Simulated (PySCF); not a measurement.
Gas-phase reaction: 2 Zn + 2 H2O = Zn(OH)2 + ZnH2

Computed with PySCF and rigid-rotor harmonic-oscillator thermochemistry at 1 bar. † marks an energy on the PBE0/def2-TZVP geometry and frequencies; other levels use their own. MP2 and CCSD(T) freeze the core. 6-31G* has spherical d functions here. All species are closed-shell singlets. B3LYP is the form with VWN-RPA correlation. Zn: all electrons, no relativistic terms. No R ln 2 is added for the mirror-image form of Zn(OH)2. Zn(OH)2, ZnH2: computed as isolated molecules; such fragments, hydroxides, amides, oligomers or adducts are transient or little studied in the gas. MP2 isn't extrapolated to the basis-set limit; its ΔH°(298 K) is -58.1 kJ in def2-SVP and -55.5 kJ in def2-TZVPP. CCSD(T) isn't extrapolated to the basis-set limit; its ΔH°(298 K) is -7.5 kJ in def2-SVP and -21.5 kJ in def2-TZVPP. The harmonic model lacks anharmonicity and excited electronic states, which grow with temperature; levels with a mode under 35 cm⁻¹ are left out.

```tsv
level	ΔE electronic, kJ	ΔH°(298 K), kJ	ΔS°(298 K), J/K	ΔG°(1600 K), kJ
B3LYP/6-31G*	-154	-177	-211	142
CCSD(T)/def2-SVP†	15	-7	-213	315
CCSD(T)/def2-TZVPP†	1	-21	-213	301
HF/6-31G*	-47	-76	-208	236
HF/def2-TZVP†	42	20	-213	342
MP2/def2-SVP†	-36	-58	-213	264
PBE/def2-TZVP†	-4	-26	-213	297
PBE0/def2-QZVP†	-11	-34	-213	289
PBE0/def2-TZVP	-5	-27	-213	295
r2SCAN/def2-TZVP†	-52	-74	-213	248
ωB97M-V/def2-TZVP†	-16	-38	-213	284
```
ΔH° is lowest at B3LYP/6-31G* and highest at HF/def2-TZVP†. No reference value is set beside these.
